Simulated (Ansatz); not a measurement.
Harmonic frequencies (cm⁻¹) at PBE0-D4/def2-TZVP from Ansatz: 18, 41, 63, 94, 102, 105, 175, 187, 209, 277, 295, 319, 342, 350, 361, 574, 592, 640, 647, 666, 702, 1164, 1164, 1174, 1176, 1183, 1211, 1465, 1467, 1478, 1480, 1481, 1482, 3041, 3041, 3125, 3126, 3136, 3139.

Each molecule was computed in one conformer, which needn't be the lowest.

(1) Which molecule is it?
A. `C[O][W]([F])([F])([F])([F])[O]C`
B. `C[O][W]([OH])([OH])([OH])([OH])[Cl]`
C. `C[O][W](=[O])(=[O])[O]C`
D. `C[N](C)[W](=[O])(=[O])[F]`

## Answers

(1) A.
